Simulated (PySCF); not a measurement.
CH3BClF, SMILES CB(F)Cl.

The structure is a stationary point at B3LYP-D3(BJ)/def2-SVP.

The numbers are results of PySCF 2.14.0 with B3LYP-D3(BJ)/def2-SVP, not measurements.

Frequencies are harmonic and unscaled.

**Question.** Estimate the vibrational spectrum. (Estimate from the structure and the level; the computed values follow.)

**Answer.** 
```
mode  ν (cm⁻¹)  IR (km/mol)  Raman (Å⁴/amu)  depolarisation   moving atoms (share of kinetic energy)
----  --------  -----------  --------------  --------------  ---------------------------------------
1           36          0.4             0.2            0.73                                   H 95 %
2          294          0.4             0.9            0.69   H 27 %, C 27 %, Cl 20 %, F 17 %, B 9 %
3          385          5.3             1.5            0.68                  F 52 %, Cl 26 %, C 11 %
4          437          4.1             0.6            0.71                           B 53 %, H 36 %
5          617         26.2             7.0            0.15  C 30 %, Cl 26 %, F 16 %, H 16 %, B 12 %
6          857         21.1             1.1            0.44                   H 54 %, C 21 %, B 19 %
7          873         15.0             1.3            0.36            H 56 %, C 23 %, B 14 %, F 8 %
8         1099        272.2             1.3            0.56                           B 66 %, H 22 %
9         1299        124.7             3.3            0.71           H 53 %, B 25 %, C 12 %, F 10 %
10        1377        232.3             4.2            0.74           B 42 %, H 29 %, C 17 %, F 12 %
11        1427          6.0            16.6            0.74                                   H 91 %
12        1442         17.5            10.5            0.73                                   H 89 %
13        3025          0.6           133.9            0.03                                   H 96 %
14        3102          4.1            86.8            0.59                            H 92 %, C 8 %
15        3149          4.3            66.0            0.75                            H 91 %, C 9 %
```
